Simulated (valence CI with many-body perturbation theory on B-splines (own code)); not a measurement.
**Questions on Ni²¹⁺**

Method: configuration interaction combined with many-body perturbation theory (CI+MBPT): five valence electrons over a frozen Dirac-Fock core [He], radial functions for each j: 11 s, 11 p, 10 d, 8 f, 5 g, 2 h, with the one-electron correlation potential Σ1 (screened to all orders), the two-electron term Σ2, the three-electron term Σ3, Breit, model QED; selected single and double excitations, second order for the rest, scaled by the run's own slope (own B-spline code, finite nucleus).

No measured levels were compared; by estimate levels of excited configurations hold to 0.05 to 0.15 % of their energy, terms of the ground configuration to about 0.5 %. Among the levels kept, up to 5500 cm⁻¹ of a level comes from second order outside the variational space, and about a tenth of that is noise between levels of different J, which matters for small intervals.

Names give the largest LS component (configuration and term), which can be under half, so a name can repeat, a term be missing and a line seem to break the LS rules; names also repeat where a configuration has a term twice.

Rates and lifetimes use the calculated energies. Strong lines usually hold to 10 to 20 %, long lifetimes can be off by a factor of two.

What is the ground level?

2s2 2p3 4S°_3/2, composition 80 % 2s2 2p3 4S° + 15 % 2s2 2p3 2P° + 4 % 2s2 2p3 2D°, g = 1.842.

How well does LS coupling describe the low levels?

Among the lowest 20 levels the leading LS term, summed over configurations, holds 85 % on average. For single configurations the figures are 84 % in LS and 80 % in jj coupling. Terms mix most in the J = 3/2 level at 79.345 Ry, where the leading one holds 59 %.

Among levels below 95.092 Ry, which E1 lines absorb most strongly from the ground level?

to 2s2 2p2 3d 4P_3/2 at 1.079 nm, f = 0.472; to 2s2 2p2 3d 4D_5/2 at 1.080 nm, f = 0.420; to 2s2 2p2 3d 2F_5/2 at 1.085 nm, f = 0.210.

Where does the other parity begin?

At 2s 2p4 4P_5/2, 7.729 Ry.

Name the longest-lived excited levels whose lifetime is computed, and their main decay.

2s2 2p3 2D°_5/2 at 1.910 Ry lives 183 μs, mostly by M1 to 2s2 2p3 4S°_3/2; 2s2 2p3 2D°_3/2 at 1.438 Ry lives 25.0 μs, mostly by M1 to 2s2 2p3 4S°_3/2; 2s2 2p3 2P°_1/2 at 2.762 Ry lives 11.8 μs, mostly by M1 to 2s2 2p3 4S°_3/2.

What is the ionisation energy?

1879.4 eV; NIST lists 1880 ± 5 eV (semi-empirical).
